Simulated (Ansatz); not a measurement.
Coupled-cluster diagnostics for Cd₂O₂⁺, Ansatz.

Geometry of the doublet (r2SCAN-D4/def2-TZVP):

```xyz
4

Cd   -2.033   -1.059    1.512
Cd    2.056    1.070   -1.531
O    -0.083   -0.575    0.273
O     0.059    0.565   -0.253
```

In the def2 sets Cd takes a core potential; there is no spin–orbit coupling. Correlated methods freeze 2 core orbitals; core or outer-core shells of Cd are correlated, in sets that lack core-valence functions. In CCSD on the charge 1 doublet the largest single amplitude is 0.21, so its Hartree–Fock determinant may place the open shell otherwise than the density functionals do. The structure holds one bond between oxygen atoms, so isomers without such links may lie far lower. The geometry of the doublet was relaxed on an unsound state (⟨S²⟩ 1.50, where a pure state has 0.75). Another isomer (quartet) lies 0.76 eV lower at PBE0-D4/def2-TZVP; other spin states weren't run for this one.

(1) Estimate the CCSD(T) correlation energy, the shares of MP2 and (T), T1 and the reference's ⟨S²⟩ for: charge 1, doublet, own geometry in def2-SVP; and the rough time on 4 threads of Arm Neoverse V1 on a shared host.

## Answers

(1) 
```json
{"state": "charge 1, doublet, own geometry", "basis": "def2-SVP", "correlation (eV)": "-28.139", "MP2 share (%)": "98.9", "(T) share (%)": "2.4", "T1": "0.035", "⟨S²⟩ (pure)": "1.77 (0.75)", "wall time": "49 s", "remarks": "spin-contaminated (⟨S²⟩ 1.77)"}
```
Customary marks for T1 are 0.02 (closed shells), 0.045 (open shells) and about 0.05 (3d metals). T1 exceeds 0.02 in 1 of 1 rows and 0.045 in 0; the higher it lies, the less the single-reference result can be trusted.
